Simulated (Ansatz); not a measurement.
Cs₅⁻, relaxed as a singlet with RKS PBE0/def2-TZVPD in Ansatz, starting from the GFN1-xTB geometry. Force threshold 0.02 eV/Å.

In the def2 sets Cs takes a core potential; there is no spin–orbit coupling. The structure comes from a short search, and lower isomers may exist.

Start:

```
atom    x (Å)    y (Å)    z (Å)
 Cs1   0.1116   0.7920   3.0425
 Cs2  -2.0219  -2.3442  -3.7142
 Cs3  -2.6296  -1.4861   0.9759
 Cs4   0.6765   0.1375  -1.0728
 Cs5   3.8634   2.9009   0.7687
```

(1) Estimate the energy that the relaxation releases and the steps that it takes.

(2) Does the start keep its bonding?

(3) Predict the relaxed structure.

Answers

(1) 17.0 kcal/mol, in 10 steps; 40 s on 4 threads of Arm Neoverse V1 on a shared host. The force fell under the threshold at step 7, but the optimiser went on. No frequencies were taken in this run, so the end may be a saddle point.

(2) By distances, no bond broke or formed, bridged metal pairs apart. The bond that changes most is Cs1–Cs4, from 4.21 to 5.82 Å (atoms count from 1). Metal–metal contacts that move far: Cs1–Cs4 4.21 to 5.82 Å, Cs3–Cs4 4.21 to 5.82 Å. The end is the same structure that another start reached, the lowest one found.

(3) 
```xyz
5

Cs    0.0688    1.0110    3.7616
Cs   -2.3155   -2.6291   -4.0680
Cs   -3.1801   -1.8463    1.2637
Cs    1.1874    0.3160   -1.9090
Cs    4.2394    3.1484    0.9517
```
Bond lengths (bridged metal pairs left out): 7 × Cs–Cs 5.00 to 5.82 Å.
